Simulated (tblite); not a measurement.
C6H10Cl (doublet state).
Atom-mapped SMILES: `[Cl:1][C:2]1[CH2:3][CH2:4][CH2:5][CH2:6][CH2:7]1` (hydrogens: H8, H9 on C3; H10, H11 on C4; H12, H13 on C5; H14, H15 on C6; H16, H17 on C7)

A start from a force field or distance geometry was refined with tblite 0.8.0, GFN2-xTB geometry optimisation, gas phase. Values at the start:

```
 coordinate    start
     Cl1–C2  1.704 Å
      C2–C3  1.482 Å
      C3–C4  1.520 Å
      C3–H8  1.101 Å
      C3–H9  1.097 Å
      C4–C5  1.542 Å
     C4–H10  1.084 Å
     C5–H12  1.099 Å
  Cl1–C2–C3   119.9°
   C2–C3–C4   111.4°
   C3–C2–C7   119.1°
   C3–C4–C5   111.4°
   C4–C5–C6   110.6°
C2–C3–C4–C5      51°
C3–C4–C5–C6     -57°
C4–C5–C6–C7      57°
C5–C6–C7–C2     -50°
```

Q: How do these coordinates change at the GFN2-xTB level?

A: 
```json
{"coordinate": "C4–C5", "GFN2-xTB (Å or °)": "1.525", "change": "-0.017"}
{"coordinate": "C3–C4", "GFN2-xTB (Å or °)": "1.534", "change": "+0.014"}
{"coordinate": "C3–H8", "GFN2-xTB (Å or °)": "1.092", "change": "-0.009"}
{"coordinate": "Cl1–C2", "GFN2-xTB (Å or °)": "1.712", "change": "+0.008"}
{"coordinate": "C4–H10", "GFN2-xTB (Å or °)": "1.091", "change": "+0.007"}
{"coordinate": "C5–H12", "GFN2-xTB (Å or °)": "1.092", "change": "-0.007"}
{"coordinate": "C3–H9", "GFN2-xTB (Å or °)": "1.102", "change": "+0.005"}
{"coordinate": "C2–C3", "GFN2-xTB (Å or °)": "1.484", "change": "+0.002"}
{"coordinate": "C2–C3–C4", "GFN2-xTB (Å or °)": "109.9", "change": "-1.5"}
{"coordinate": "Cl1–C2–C3", "GFN2-xTB (Å or °)": "118.5", "change": "-1.4"}
{"coordinate": "C3–C4–C5", "GFN2-xTB (Å or °)": "110.5", "change": "-0.9"}
{"coordinate": "C3–C2–C7", "GFN2-xTB (Å or °)": "119.4", "change": "+0.3"}
{"coordinate": "C4–C5–C6", "GFN2-xTB (Å or °)": "110.3", "change": "-0.3"}
{"coordinate": "C4–C5–C6–C7", "GFN2-xTB (Å or °)": "60", "change": "+3"}
{"coordinate": "C3–C4–C5–C6", "GFN2-xTB (Å or °)": "-60", "change": "-3"}
{"coordinate": "C5–C6–C7–C2", "GFN2-xTB (Å or °)": "-52", "change": "-2"}
{"coordinate": "C2–C3–C4–C5", "GFN2-xTB (Å or °)": "52", "change": "+1"}
```

The energy falls by 3.8 kJ/mol over 32 L-BFGS steps, the largest force on an atom goes from 0.91 to 0.006 eV/Å, and the atoms move by 0.045 Å rms after alignment. The bond that changes most is C4–C5 (both ends carbon bonded to 2 C and 2 H), which shortens by 0.017 Å. Bonds longer at the end by more than 0.005 Å: 4 of 17; shorter: 8. Rotational constants go from 4286, 1439, 1145 to 4325, 1448, 1155 MHz.

Time: 0.17 s. Hardware: an Arm Neoverse V2 with one thread, no GPU, shared host.

Its GFN2-xTB frequencies are all real (lowest 58 cm⁻¹). 2 starts were optimised and ended at 0.00 and 3.34 kcal/mol (GFN2-xTB); the lowest of these is shown.

One conformer stands for the species.

The numbers are calculated, not measured.
